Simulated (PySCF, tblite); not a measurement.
One entry of a table of gas-phase calculations, keyed by method. Lists by class give the value and the number of equivalent atoms.

```json
{
 "formula": "C7H10NOP",
 "smiles": "C=C[P@@](C)(=O)n1cccc1",
 "inchi": "InChI=1S/C7H10NOP/c1-3-10(2,9)8-6-4-5-7-8/h3-7H,1H2,2H3/t10-/m1/s1",
 "charge": 0,
 "multiplicity": 1,
 "geometry_level": "GFN2-xTB",
 "atoms_angstrom": [
  ["C", -2.592, 1.637, -0.433],
  ["C", -1.723, 1.0, 0.332],
  ["P", -0.932, -0.501, -0.318],
  ["C", -1.152, -1.798, 0.958],
  ["O", -1.35, -0.888, -1.663],
  ["N", 0.731, -0.14, -0.247],
  ["C", 1.555, -0.147, -1.341],
  ["C", 2.805, 0.219, -0.947],
  ["C", 2.75, 0.469, 0.445],
  ["C", 1.468, 0.244, 0.843],
  ["H", -3.097, 2.538, -0.124],
  ["H", -2.82, 1.252, -1.415],
  ["H", -1.455, 1.34, 1.321],
  ["H", -2.218, -1.991, 1.057],
  ["H", -0.739, -1.51, 1.92],
  ["H", -0.66, -2.701, 0.598],
  ["H", 1.165, -0.419, -2.301],
  ["H", 3.672, 0.303, -1.572],
  ["H", 3.566, 0.777, 1.069],
  ["H", 1.021, 0.325, 1.815]
 ],
 "electronic_structure_code": "PySCF",
 "results": {
  "GFN2-xTB geometry": {
   "point_group": "C1",
   "rotational_constants_GHz": [2.033, 0.832, 0.813]
  },
  "PBE0/pcSseg-1 ground state and GIAO shieldings, non-relativistic": {
   "dipole_D": 3.49,
   "homo_eV": -6.41,
   "lumo_eV": -0.84,
   "shift_vs_computed_TMS_C_by_class_ppm": [
    [142.2, 1],
    [140.4, 1],
    [122.7, 2],
    [117.8, 2],
    [22.2, 1]
   ],
   "shift_vs_computed_TMS_H_by_class_ppm": [
    [6.91, 2],
    [6.87, 1],
    [6.59, 2],
    [6.52, 1],
    [6.48, 1],
    [1.63, 3]
   ],
   "shielding_other_nuclei_by_class_ppm": [
    ["N", 71.4, 1],
    ["O", 242.9, 1],
    ["P", 316.5, 1]
   ],
   "charges_hirshfeld_e_by_atom": [-0.06, -0.1, 0.48, -0.16, -0.38, -0.07, -0.03, -0.09, -0.09, -0.04, 0.06, 0.05, 0.05, 0.06, 0.05, 0.06, 0.05, 0.05, 0.05, 0.05]
  },
  "GFN2-xTB harmonic vibrations, gas phase": {
   "strongest_ir_bands_cm-1_km_per_mol_modes": [
    [830.5, 101.3, 1],
    [847.2, 108.7, 1],
    [1059.5, 75.4, 1],
    [1238.7, 140.9, 1],
    [1281.8, 216.6, 1],
    [1457.2, 99.3, 1]
   ],
   "zpe_kcal_per_mol": 96.5
  }
 }
}
```

The rotational constants make it an asymmetric top with κ = (2B − A − C)/(A − C) = -0.97, nearer the prolate limit (−1).

 NMR classes are plain means over equivalent atoms (diastereotopic ones count apart unless rotation or inversion swaps them), as if these changed places fast; in this geometry the members of some classes differ.

Conformer computed: `[CH2:1]=[CH:2][P@@:3]([CH3:4])(=[O:5])[n:6]1[cH:7][cH:8][cH:9][cH:10]1`: C1–C2–P3–C4 -129°, C2–P3–N6–C7 -121°.

One conformer stands for the species.
